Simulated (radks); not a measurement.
Values are calculated unless marked as measured or tabulated.
Question: Ionisation of Tl, [Hg] 6p1, to Tl+, [Hg], under several functionals. Scalar-relativistic Kohn-Sham, spin-unpolarised, spherical densities, finite nucleus; a radial shooting solver on a logarithmic mesh with Libxc functionals. Known Delta-SCF values: PBE 5.169 eV; LDA (Slater exchange, VWN5 correlation) 5.405 eV; revPBE 5.074 eV. What does LDA (Slater exchange, Perdew-Zunger correlation) give, and what is its highest occupied eigenvalue?

Answer: 5.411 eV by Delta-SCF; the 6p eigenvalue is -2.582 eV. NIST: 6.108 eV (measured).

Beside tabulated values, note that spin-unpolarised runs miss the spin-polarisation part of the exchange energy of open shells, and scalar-relativistic runs lack spin-orbit coupling.
